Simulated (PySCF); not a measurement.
C$_{4}$H$_{8}$F$_{2}$O, singlet, at a GFN2-xTB geometry; MP2/STO-3G (PySCF).

The PySCF input:
```python
from pyscf import gto, scf, mp

mol = gto.M(
    atom='''
C    -1.542050   -0.934734    0.524100
C    -0.114117   -0.598768    0.075317
C     0.921985   -1.389549    0.871397
O     0.076455   -0.910025   -1.283561
C     0.117809    0.911666    0.299407
F     1.365431    1.287296   -0.057261
F    -0.727049    1.631596   -0.488744
H    -2.264565   -0.321015   -0.010782
H    -1.659073   -0.767074    1.591144
H    -1.743643   -1.979771    0.305089
H     0.822957   -1.191291    1.934608
H     0.774617   -2.448701    0.684011
H     1.920655   -1.116546    0.541828
H    -0.462830   -0.320776   -1.825645
H    -0.046962    1.223669    1.340948
''',
    basis='sto-3g',
    charge=0,
    spin=0,
    verbose=4,
)

mf = scf.RHF(mol)
mf.kernel()

pt = mp.MP2(mf)
pt.kernel()
print('E(MP2) = %.10f' % pt.e_tot)
```

### Question
Write the output that PySCF gives for this input, abridged.

### Answer

```
PySCF version 2.14.0

[INPUT] verbose = 4
[INPUT] num. atoms = 15
[INPUT] num. electrons = 58
[INPUT] charge = 0
[INPUT] spin (= nelec alpha-beta = 2S) = 0
[INPUT] symmetry False subgroup None
[INPUT] Mole.unit = angstrom
[INPUT] Symbol           X                Y                Z      unit          X                Y                Z       unit  Magmom
[INPUT]  1 C     -1.542050000000  -0.934734000000   0.524100000000 AA   -2.914052170386  -1.766391259319   0.990405461885 Bohr   0.0
[INPUT]  2 C     -0.114117000000  -0.598768000000   0.075317000000 AA   -0.215649876157  -1.131507532154   0.142328502524 Bohr   0.0
[INPUT]  3 C      0.921985000000  -1.389549000000   0.871397000000 AA    1.742299140957  -2.625867046663   1.646701675768 Bohr   0.0
[INPUT]  4 O      0.076455000000  -0.910025000000  -1.283561000000 AA    0.144479010854  -1.719698016507  -2.425578754173 Bohr   0.0
[INPUT]  5 C      0.117809000000   0.911666000000   0.299407000000 AA    0.222626745009   1.722799057078   0.565797229778 Bohr   0.0
[INPUT]  6 F      1.365431000000   1.287296000000  -0.057261000000 AA    2.580290631991   2.432636881248  -0.108207607619 Bohr   0.0
[INPUT]  7 F     -0.727049000000   1.631596000000  -0.488744000000 AA   -1.373923489139   3.083269585936  -0.923592305024 Bohr   0.0
[INPUT]  8 H     -2.264565000000  -0.321015000000  -0.010782000000 AA   -4.279407641276  -0.606630431877  -0.020375027075 Bohr   0.0
[INPUT]  9 H     -1.659073000000  -0.767074000000   1.591144000000 AA   -3.135193590661  -1.449559777275   3.006826384745 Bohr   0.0
[INPUT] 10 H     -1.743643000000  -1.979771000000   0.305089000000 AA   -3.295007729015  -3.741224979356   0.576534653617 Bohr   0.0
[INPUT] 11 H      0.822957000000  -1.191291000000   1.934608000000 AA    1.555163342294  -2.251213724659   3.655879278393 Bohr   0.0
[INPUT] 12 H      0.774617000000  -2.448701000000   0.684011000000 AA    1.463813981432  -4.627374250949   1.292593456190 Bohr   0.0
[INPUT] 13 H      1.920655000000  -1.116546000000   0.541828000000 AA    3.629511929777  -2.109966145479   1.023906526621 Bohr   0.0
[INPUT] 14 H     -0.462830000000  -0.320776000000  -1.825645000000 AA   -0.874621942232  -0.606178787333  -3.449969050682 Bohr   0.0
[INPUT] 15 H     -0.046962000000   1.223669000000   1.340948000000 AA   -0.088745318262   2.312399277120   2.534024467283 Bohr   0.0

nuclear repulsion = 353.439448645642
number of shells = 29
number of NR pGTOs = 129
number of NR cGTOs = 43
basis = sto-3g
ecp = {}

******** <class 'pyscf.scf.hf.RHF'> ********
method = RHF
initial guess = minao
damping factor = 0
level_shift factor = 0
DIIS = <class 'pyscf.scf.diis.CDIIS'>
diis_start_cycle = 1
diis_space = 8
diis_damp = 0
SCF conv_tol = 1e-09
SCF conv_tol_grad = None
SCF max_cycles = 50
direct_scf = True
direct_scf_tol = 1e-13
Set gradient conv threshold to 3.16228e-05
Initial guess from minao.
init E= -425.305725587808
  HOMO = -0.28875234237723  LUMO = 0.29922372019323  gap/eV = 15.99964
cycle= 1 E= -423.998390715113  delta_E= 1.31  |g|= 0.728  |ddm|= 4.56
  HOMO = -0.257563538503746  LUMO = 0.465783923311568  gap/eV = 19.68329
cycle= 2 E= -424.184982731293  delta_E= -0.187  |g|= 0.221  |ddm|= 1.23
  HOMO = -0.327661968621834  LUMO = 0.523481122675133  gap/eV = 23.16078
cycle= 3 E= -424.200459139252  delta_E= -0.0155  |g|= 0.0447  |ddm|= 0.31
  HOMO = -0.341469456316617  LUMO = 0.517452000741859  gap/eV = 23.37244
cycle= 4 E= -424.201681529898  delta_E= -0.00122  |g|= 0.00707  |ddm|= 0.112
  HOMO = -0.338975713426837  LUMO = 0.519813410956296  gap/eV = 23.36884
cycle= 5 E= -424.201711872818  delta_E= -3.03e-05  |g|= 0.00171  |ddm|= 0.0166
  HOMO = -0.339232042251163  LUMO = 0.519551545022859  gap/eV = 23.36869
cycle= 6 E= -424.201713577133  delta_E= -1.7e-06  |g|= 0.000263  |ddm|= 0.00412
  HOMO = -0.339340736328638  LUMO = 0.519519799127019  gap/eV = 23.37079
cycle= 7 E= -424.201713613516  delta_E= -3.64e-08  |g|= 5.2e-05  |ddm|= 0.000561
  HOMO = -0.339327146691289  LUMO = 0.519528225335987  gap/eV = 23.37065
cycle= 8 E= -424.201713615135  delta_E= -1.62e-09  |g|= 1.2e-05  |ddm|= 0.000119
  HOMO = -0.339329093426881  LUMO = 0.519525890980459  gap/eV = 23.37063
cycle= 9 E= -424.201713615235  delta_E= -1e-10  |g|= 2.43e-06  |ddm|= 3.19e-05
  HOMO = -0.339328916398086  LUMO = 0.519526210079482  gap/eV = 23.37064
Extra cycle  E= -424.201713615239  delta_E= -3.75e-12  |g|= 1.11e-06  |ddm|= 4.78e-06
converged SCF energy = -424.201713615239

******** <class 'pyscf.mp.mp2.RMP2'> ********
nocc = 29, nmo = 43
E(RMP2) = -424.468558628971  E_corr = -0.266845013731489
E(SCS-RMP2) = -424.493555774719  E_corr = -0.291842159479996
E_corr(same-spin) = -0.0327367580743737
E_corr(oppo-spin) = -0.234108255657115
E(MP2) = -424.4685586290
```
